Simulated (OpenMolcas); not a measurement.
Cu3+ (d8) in a complex was computed by CASSCF with the d shell active (OpenMolcas, ANO-RCC-VTZP on the metal). Its lowest spin-free states, and all those of the highest spin:

```json
{"2S+1": "3", "Degeneracy": "1", "E (cm-1)": "0.0"}
{"2S+1": "3", "Degeneracy": "3", "E (cm-1)": "11832"}
{"2S+1": "1", "Degeneracy": "2", "E (cm-1)": "18949"}
{"2S+1": "3", "Degeneracy": "3", "E (cm-1)": "19819"}
{"2S+1": "1", "Degeneracy": "3", "E (cm-1)": "30591"}
{"2S+1": "1", "Degeneracy": "1", "E (cm-1)": "31077"}
{"2S+1": "3", "Degeneracy": "3", "E (cm-1)": "36084"}
{"2S+1": "1", "Degeneracy": "3", "E (cm-1)": "37047"}
{"2S+1": "1", "Degeneracy": "2", "E (cm-1)": "47443"}
{"2S+1": "1", "Degeneracy": "3", "E (cm-1)": "47855"}
{"2S+1": "1", "Degeneracy": "1", "E (cm-1)": "80723"}
```

Q: Is the site octahedral, tetrahedral or cube-like, axial, or of lower symmetry?

A: The states with 2S+1 = 3 have orbital degeneracies 1, 3, 3, 3. Threefold states need a cubic site. For d8 at this spin an octahedron puts the single A2 below the threefold T2 and a tetrahedron or cube puts the threefold T1 below the threefold T2, so the site is octahedral. The first gap at this spin, 11800 cm-1, is |10Dq| in ligand-field theory. The run had Cu3+ with 6 ligands (water) in octahedral coordination (Th) at 1.9 Å. Ligand basis ANO-RCC-VDZP.

Without dynamic correlation the repulsion within the d shell is too large (B by tens of per cent), so at a given field states of lower spin stand too high. Ligand-to-metal charge-transfer states are missing. With no ligand orbital active B as a rule stays too high, so bands that hang on it stand too high and its fall with covalency is understated. With metal d orbitals alone the field can be off either way by tens of per cent. No measured value stands beside these numbers; the geometry is a model, was not optimised and need not be the one that this ion takes.
